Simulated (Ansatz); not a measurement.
Calculated with Ansatz (gas phase, PBE0-D4/def2-TZVP geometries, no zero-point term in ΔE). CCSD(T)/CBS is the MP2 limit (def2-TZVPP, def2-QZVPP) plus CCSD(T) − MP2 in def2-TZVPP, frozen cores. Functionals use def2-TZVPP. Elements past krypton have def2 core potentials. For Y outer-core shells are correlated without core-valence functions, which leaves a few kJ/mol of doubt a bond. Each species was taken in one conformer, which may not be the lowest.

Consider the cleavage of the Si–Si bond: `O=C[SiH](F)[SiH3]` + `C[N](C)[Y]([OH])[OH]` → `C[N](C)[Y]([OH])[O][SiH3]` + `O=C[SiH2]F`.

Problem. Is it downhill or uphill in electronic energy at CCSD(T)/CBS, and by how much? (Best estimate.)

Solution. Ansatz gave: Downhill: ΔE = -28.0 kcal/mol.

Problem. What do these levels give: PBE0-D4, ωB97X-V, ωB97M-V, B2PLYP, r2SCAN, CCSD/CBS(def2)? (Best estimate.)

Solution. Computed: PBE0-D4 -23.4, ωB97X-V -26.7, ωB97M-V -27.8, B2PLYP -28.9, r2SCAN -25.9, CCSD/CBS(def2) -28.8 kcal/mol.

Largest T1 diagnostic among the species: 0.015.

From PBE to PBE0 (25 % exact exchange), in def2-TZVPP and without D4, ΔE moves by −2.4 kcal/mol. In def2-TZVPP, CCSD(T) changes the Hartree–Fock value by +6.1 kcal/mol (the triples alone add +0.8 kcal/mol) and MP2 by +4.4 kcal/mol.
